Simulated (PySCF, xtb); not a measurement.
Al(F)(OH)(SeH) (AlFH2OSe), SMILES [F][Al]([SeH])[OH].

xtb with GFN2-xTB at its own geometry gives an orbital gap of 3.53 eV and a dipole moment of 3.24 D.

The structure is a stationary point at B3LYP-D3(BJ)/def2-SVP. Other conformers were not sampled.

What does PySCF with M06-2X/def2-TZVPD give? (Estimate from the structure and the level; the computed values follow.)

gap 7.88 eV (levels -8.69 and -0.81 eV), dipole 1.47 D.
